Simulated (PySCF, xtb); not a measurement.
ZrI4, SMILES [I][Zr]([I])([I])[I], multiplicity 1.

Harmonic wavenumbers (cm⁻¹) from GFN2-xTB (xtb 6.7.1) at its own minimum, in rising order: 31, 31, 32, 32, 32, 160, 272, 272, 272.

What does ωB97X-D3(BJ)/def2-SVP (PySCF) give at its own minimum? (The exact figures need the calculation; the answer reports its results.)

44, 44, 54, 54, 54, 180, 291, 291, 291. Paired by order, the mean absolute difference is 19 cm⁻¹ and the zero-point energies are 1.6 and 1.9 kcal/mol.
